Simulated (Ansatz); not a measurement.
One geometry of BCl2I (BICl₂), several levels of theory.

```yaml
crystal:
  periodic: [false, false, false]
  atoms:
    - {symbol: B, position_ang: [0.048320, 0.080947, 0.002515]}
    - {symbol: Cl, position_ang: [1.787630, 0.059706, 0.034208]}
    - {symbol: Cl, position_ang: [-0.795607, 1.602250, 0.006158]}
    - {symbol: I, position_ang: [-1.040343, -1.742912, -0.042891]}
basis:
  gaussian: {orbitals: def2-TZVPD, initial_orbitals: start.molden}
hamiltonian: {xc: pbe0, dispersion: d4}
scf: {omitted_lower_state_checks: [starts]}
output: {orbitals: {seedname: orbitals}}
```

The file start.molden holds the orbitals of an earlier run on this structure, at another level or in another basis.

```sh
$ ansatz run in.yaml --threads 4 --pin off --events-out ev --progress --plain --max-ram 3916MiB
```

It prints (some lines left out):

```
Functional definition: PBE0
1240 factors; their error is unknown
mean field evaluation 1: about -33817.4324 eV, gradient 5.2e0 eV
mean field evaluation 2: about -33817.4583 eV, gradient 5.0e-2 eV
mean field evaluation 4: about -33817.7522 eV, gradient 3.9e-4 eV
mean field -33817.75217731 eV, -1242.7794700205 hartree, gradient 1.6e-5 eV, S^2 0.000000; 0 other end points of the search recorded, 0 dependent functions left out
reference -33817.75222156 eV, -1242.7794716464 hartree; 32, 32 occupied and 156, 156 virtual orbitals, 1240 factors
Total energy: -33817.89101808 eV, -1242.7845723247 hartree
Checks for a lower state left out: starts
```

Run time 2.6 s (4 threads of Arm Neoverse V2 on a shared host).

First input, but with `gaussian: {orbitals: def2-TZVP, initial_orbitals: start.molden}`, `hamiltonian: {xc: hf}` (abridged; 1.5 s):

```
Functional definition: HF
mean field -33755.25149885 eV, -1240.4826124514 hartree, gradient 1.4e-5 eV, S^2 0.000000
Total energy: -33755.25149885 eV, -1240.4826124514 hartree
Checks for a lower state left out: starts
```

As the first input, with `gaussian: {orbitals: def2-TZVP, initial_orbitals: start.molden}`, `hamiltonian: {xc: {name: BHLYP}, dispersion: d4}` (abridged; 1.8 s):

```
Functional definition: BHLYP
mean field -33824.77100527 eV, -1243.0374071903 hartree, gradient 1.1e-5 eV, S^2 0.000000
Total energy: -33825.01836846 eV, -1243.0464976201 hartree
Checks for a lower state left out: starts
```

First input, but with `gaussian: {orbitals: def2-TZVP, initial_orbitals: start.molden}` (abridged; 1.6 s):

```
Functional definition: PBE0
mean field -33817.72668312 eV, -1242.7785331261 hartree, gradient 2.7e-5 eV, S^2 0.000000
Total energy: -33817.86550491 eV, -1242.7836347331 hartree
Checks for a lower state left out: starts
```

As the first input, with `gaussian: {orbitals: def2-TZVPP, initial_orbitals: start.molden}`, `correlation: {method: ccsd_t}` and without the key `hamiltonian` (abridged; 34 s):

```
Functional definition: HF
mean field -33755.25259058 eV, -1240.4826525717 hartree, gradient 4.1e-6 eV, S^2 0.000000
15 core orbitals not correlated: weight in the atoms' cores, before any rotation towards them, 1.000 or more for the frozen orbitals, at most 0.000 for the correlated occupied ones
second order -26.42852789 eV of doubles, -0.00000000 eV of singles
cycle   1  -25.72214406 eV  change    7.1e-1 eV  update   1.1e-1
cycle   2  -26.32200390 eV  change   -6.0e-1 eV  update   3.0e-2
cycle   3  -26.42706485 eV  change   -1.1e-1 eV  update   1.5e-2
cycle   4  -26.39908888 eV  change    2.8e-2 eV  update   4.4e-3
cycle   5  -26.39777812 eV  change    1.3e-3 eV  update   2.3e-3
cycle   6  -26.39903736 eV  change   -1.3e-3 eV  update   6.0e-4
cycle   7  -26.39862081 eV  change    4.2e-4 eV  update   2.6e-4
cycle   8  -26.39856058 eV  change    6.0e-5 eV  update   8.1e-5
cycle   9  -26.39862700 eV  change   -6.6e-5 eV  update   4.4e-5
cycle  10  -26.39860516 eV  change    2.2e-5 eV  update   1.4e-5
perturbative correction -0.95121359 eV, -0.0349564548 hartree
Total energy: -33782.60240933 eV, -1241.4877398724 hartree
Checks for a lower state left out: starts
```

Geometry: PBE0-D4/def2-SVP.

In the def2 sets I takes a core potential; there is no spin–orbit coupling. Correlated methods freeze 15 core orbitals; core or outer-core shells of I are correlated, in sets that lack core-valence functions.
